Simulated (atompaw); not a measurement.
## Reading a pseudo-wave (Ni (Z = 28))

Columns: radius, all-electron u(r) and pseudo u(r) of the 4p shell (level -7.58 eV) of nickel in the configuration [Ne] 3s2 3p6 3d8 4s1 4p0; PBE, scalar-relativistic, PAW (atompaw) scheme, atompaw 4.2.0.5.

```
r (bohr)  all-electron   pseudo
   0.056        0.0763  -0.0146
   0.112        0.1338  -0.0572
   0.167        0.1198  -0.1222
   0.223        0.0586  -0.2058
   0.279       -0.0198  -0.2993
   0.335       -0.0950  -0.3939
   0.390       -0.1552  -0.4795
   0.446       -0.1986  -0.5516
   0.502       -0.2235  -0.6023
   0.558       -0.2316  -0.6273
   0.613       -0.2258  -0.6254
   0.669       -0.2086  -0.5969
   0.725       -0.1828  -0.5447
   0.781       -0.1507  -0.4732
   0.837       -0.1142  -0.3882
   0.892       -0.0756  -0.2975
   0.948       -0.0348  -0.2038
   1.004        0.0067  -0.1138
   1.060        0.0481  -0.0312
   1.115        0.0882   0.0403
   1.171        0.1279   0.1027
   1.227        0.1663   0.1552
   1.283        0.2032   0.1995
   1.338        0.2377   0.2369
   1.394        0.2710   0.2710
   1.450        0.3025   0.3025
```

Question: How many radial nodes do the two functions have?

Answer: The all-electron 4p function has n − l − 1 = 2; the pseudo-wave has 1, since 1 lower shell of the same l stays in the valence.

Question: Is the pseudo-wave norm-conserving?

Answer: No, it belongs to a PAW set: the norm inside the radius is not constrained, and the difference is carried by the augmentation charge.
